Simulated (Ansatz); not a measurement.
Ga12P11H32⁻, a nanocrystal cut from zinc blende GaP (hydrogen-capped), 55 atoms. Hardware: 11 threads of AMD EPYC 7R13 on a shared host and a whole NVIDIA H100 80GB HBM3.

The 6-31G sets use Cartesian d functions. Single mean-field runs in 6-31G, def2-SVP, def2-TZVP are fitted with def2-universal-jkfit.

Task: How many basis functions does each of these Ansatz runs have, and roughly what does it cost? PBE0-D4/def2-TZVP, charge 0 doublet at the geometry of the charge -1 singlet, energy; PBE-D4/def2-TZVP, charge 0 doublet at the geometry of the charge -1 singlet, energy, from earlier orbitals; HF/def2-TZVP, charge -1 singlet, energy, from earlier orbitals; PBE0-D4/def2-TZVP, charge -1 triplet at the geometry of the charge -1 singlet, energy; r2SCAN-D4/def2-TZVP, charge -1 singlet, energy, from earlier orbitals; PBE-D4/def2-SVP, charge -1 singlet, energy, from earlier orbitals; PBE0-D4/def2-TZVP, charge -1 singlet, energy and forces, from earlier orbitals; B3LYP-D4/6-31G, charge -1 singlet, energy; PBE-D4/def2-SVP, charge -1 singlet, relaxation, 31 steps; PBE0-D4/def2-SVP, charge -1 singlet, energy, from earlier orbitals; HF/def2-TZVP, charge 0 doublet at the geometry of the charge -1 singlet, energy, from earlier orbitals; HF/6-31G, charge -1 singlet, energy.

Result: Other jobs shared the machine, so times can vary by a factor of up to 3.

```
                                                                                                       run  functions  fitting or Cholesky vectors  wall time  peak host memory (GiB)
                                                                       HF/6-31G, charge -1 singlet, energy        555                         5176      3.3 s                     1.8
                                         PBE-D4/def2-SVP, charge -1 singlet, energy, from earlier orbitals        742                         5176        4 s                     1.8
                                                                 B3LYP-D4/6-31G, charge -1 singlet, energy        555                         5176      4.1 s                     1.8
                                        PBE0-D4/def2-SVP, charge -1 singlet, energy, from earlier orbitals        742                         5176        6 s                     1.8
                                     r2SCAN-D4/def2-TZVP, charge -1 singlet, energy, from earlier orbitals       1175                         5176      7.5 s                     1.8
                                            HF/def2-TZVP, charge -1 singlet, energy, from earlier orbitals       1175                         5176      9.5 s                     1.8
                            PBE0-D4/def2-TZVP, charge -1 singlet, energy and forces, from earlier orbitals       1175                         5176       14 s                     6.4
PBE-D4/def2-TZVP, charge 0 doublet at the geometry of the charge -1 singlet, energy, from earlier orbitals       1175                         5176       17 s                     2.1
    HF/def2-TZVP, charge 0 doublet at the geometry of the charge -1 singlet, energy, from earlier orbitals       1175                         5176       41 s                     1.8
                     PBE0-D4/def2-TZVP, charge -1 triplet at the geometry of the charge -1 singlet, energy       1175                         5176       51 s                     2.2
                      PBE0-D4/def2-TZVP, charge 0 doublet at the geometry of the charge -1 singlet, energy       1175                         5176       53 s                     2.2
                                                  PBE-D4/def2-SVP, charge -1 singlet, relaxation, 31 steps        742                         5176       83 s                     1.5
```
